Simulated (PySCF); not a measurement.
## Electron correlation in Ca (calcium, neutral)

[Ar] 4s2, closed-shell 1S. Calculation: PySCF 2.14, in 6-31G* (5s4p3d, 32 functions); no relativity, point nucleus. Frozen: [Ar]; 2 electrons correlated.

Total MP2 correlation energy: -17.34 mhartree.

Same-spin part 0.00 and opposite-spin part -17.34 mhartree; SCS-MP2 scales them by 1/3 and 6/5 to -20.80 mhartree.

With two correlated electrons CCSD is exact within the correlated space (frozen core and kept virtual orbitals).

| level | correlation energy (mhartree) |
| --- | --- |
| CCSD | -26.49 |

Diagnostics: T1 = 0.011, D1 = 0.0160, largest double amplitude 0.119.

Cost of the coupled-cluster step: 0.09 s of wall time on 1 thread of Neoverse-N1 (shared host), for 2 correlated electrons.
